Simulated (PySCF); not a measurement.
Gas-phase reaction: 3 GeHCl₃ + 2 GeH₃ = 4 GeH₂Cl₂ + GeHCl

Method: PySCF energies plus ideal-gas RRHO corrections (1 bar). † marks an energy on the PBE0/def2-TZVP geometry and frequencies; other levels use their own. MP2 and CCSD(T) freeze the core. Open shells (unrestricted): GeH₃ (multiplicity 2); the rest are closed-shell singlets. Ge: all electrons, no relativistic terms. GeH₃, GeHCl: computed as isolated molecules; such fragments, hydroxides, amides, oligomers or adducts are transient or little studied in the gas. MP2 isn't extrapolated to the basis-set limit; its ΔH°(298 K) is -114.4 kJ in def2-SVP and -136.1 kJ in def2-TZVPP. CCSD(T) isn't extrapolated to the basis-set limit; its ΔH°(298 K) is -130.2 kJ in def2-SVP and -147.0 kJ in def2-TZVPP. The harmonic model lacks anharmonicity and excited electronic states, which grow with temperature; levels with a mode under 35 cm⁻¹ are left out.

```csv
level,"ΔE electronic, kJ","ΔH°(298 K), kJ","ΔS°(298 K), J/K","ΔG°(1400 K), kJ"
CCSD(T)/def2-SVP†,-137,-130,20,-150
HF/def2-TZVP†,-116,-109,20,-129
MP2/def2-SVP†,-121,-114,20,-134
MP2/def2-TZVPP†,-143,-136,20,-155
PBE/def2-SVP,-155,-149,18,-166
PBE/def2-TZVP†,-165,-158,20,-178
PBE0/def2-QZVP†,-156,-149,20,-169
PBE0/def2-TZVP,-155,-149,20,-168
LDA/def2-TZVP†,-164,-157,20,-177
```
ΔH° is lowest at PBE/def2-TZVP† and highest at HF/def2-TZVP†. No reference value is set beside these.
